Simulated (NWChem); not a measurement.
Molecule: C₃H₆OSi; SMILES O=C1C[SiH2]C1

```xyz
11

O      0.5070    -2.0954     0.0000
C      0.0335    -0.9835     0.0000
C     -0.2119    -0.0561    -1.2078
Si     0.1389     1.3898     0.0000
C     -0.2119    -0.0561     1.2078
H      0.3847    -0.2928    -2.0909
H     -1.2757    -0.0594    -1.4834
H     -0.8085     2.5340     0.0000
H      1.5416     1.8749     0.0000
H     -1.2757    -0.0594     1.4834
H      0.3847    -0.2928     2.0909
```
Atoms are numbered in this order, from 1.

All runs: NWChem. Pople sets run with spherical d functions. Geometry: optimised at B3LYP/6-31G* (spherical d). Level: B3LYP/6-31G* with SMD (1 M gas to 1 M solution), gas-phase geometry. Reactions with the solvent are ignored.

For solvent toluene:

```yaml
solvation free energy (kcal/mol): -4.3
cavity-dispersion-structure term (kcal/mol): -2.0
dipole in solution (D): 3.05
```

What are these values for solvent water?

The solvation free energy (kcal/mol) is -2.8 and the cavity-dispersion-structure term (kcal/mol) is 3.9. The dipole in solution (D) is 3.85.
